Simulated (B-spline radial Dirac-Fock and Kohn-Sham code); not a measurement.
# Scattering functions of W⁵⁹⁺

System: W⁵⁹⁺ in the configuration [Ne] 3s2 3p3.

The computed values come from a radial atomic solver: Dirac-Fock orbitals of the configuration average with a finite nucleus. f₀ is the Fourier transform of the spherical electron density, S the Waller-Hartree incoherent function, and s = sin θ/λ.

```csv
s (Å⁻¹),f₀,S
0,15.000,0.000
0.08,14.989,0.014
0.1,14.982,0.022
0.13,14.970,0.038
0.16,14.955,0.057
0.2,14.929,0.089
0.24,14.898,0.127
0.3,14.841,0.198
0.37,14.760,0.298
0.46,14.632,0.455
0.57,14.441,0.686
0.7,14.172,1.006
0.87,13.756,1.487
1.07,13.191,2.117
1.33,12.373,2.979
1.64,11.341,3.992
2.03,10.068,5.141
2.5,8.708,6.286
3.1,7.349,7.431
3.83,6.187,8.540
4.73,5.157,9.679
5.85,4.095,10.846
7.23,3.005,11.925
```

f₀ starts at the number of electrons, 15, and has fallen to half at s ≈ 3.03 Å⁻¹. The sum of ⟨r²⟩ over the electrons is 0.2415 bohr².
